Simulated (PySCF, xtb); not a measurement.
CH4OPb, SMILES C[O][PbH] (connectivity only; charge and spin as stated), neutral, multiplicity 1.

GFN2-xTB (xtb) at its own geometry gives an orbital gap of 3.02 eV and a dipole moment of 3.54 D.

Geometry optimised at PBE0-D3(BJ)/def2-SVP. The def2 effective core potentials stand for the cores of Pb; spin–orbit coupling is left out.

**Question.** What does PySCF with B3LYP/def2-TZVPD give? (An estimate is asked for; the answer gives what the named calculation found.)

**Answer.** gap 4.07 eV (levels -6.84 and -2.77 eV), dipole 1.98 D.
